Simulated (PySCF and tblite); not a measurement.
The numbers below are computed, except where a source is named.
fluoroaluminate, AlF₄ (charge -1), numbered as in [F:1][Al-:2]([F:3])([F:4])[F:5].

GFN2-xTB molecular dynamics (tblite; Langevin, friction 0.005 fs⁻¹, 1.5 fs steps, hydrogen mass 4 u): 100 + 8000 steps at each temperature, started from the lowest conformer, nuclei classical.

GIAO shieldings at B97-D/pcSseg-1 (PySCF) on 20 frames a temperature; like atoms are averaged, and of two unlike H on one atom a is the less shielded at the minimum.

(1) How far do thermal motions move the shieldings from their values at the minimum?

(2) What do the single frames at 450 K give for Al2?

Changes within two standard errors are not significant.

## Answers

(1) 
```json
{"signal": "F1/F3/F4/F5", "σ at minimum (ppm)": "384.0", "Δσ, 450 K": "-2.4 ± 0.5"}
{"signal": "Al2", "σ at minimum (ppm)": "517.2", "Δσ, 450 K": "-0.5 ± 0.8"}
```

Errors are standard errors over frames. Zero-point motion is missing, and a reference compound would move too.

(2) 
```tsv
t (fs)	V above the minimum, tight binding (kcal/mol)	E above it, DFT (kcal/mol)	torsions (°)	σ (ppm)
450	7.7	10.0	none	518.9
1050	2.9	6.7	none	510.5
1650	3.3	6.5	none	513.7
2250	2.0	3.3	none	516.2
2850	3.9	5.3	none	517.2
3450	1.5	1.0	none	519.4
4050	2.5	2.6	none	518.2
4650	2.4	1.6	none	520.5
5250	1.7	0.9	none	519.8
5850	5.1	5.3	none	520.5
6450	2.2	1.5	none	520.2
7050	4.8	8.1	none	514.6
7650	1.3	2.1	none	516.8
8250	6.5	9.1	none	518.8
8850	3.9	5.2	none	517.8
9450	2.7	4.1	none	516.3
10050	3.9	5.7	none	516.5
10650	3.9	5.3	none	517.7
11250	4.9	10.0	none	509.2
11850	2.7	6.5	none	510.5
```
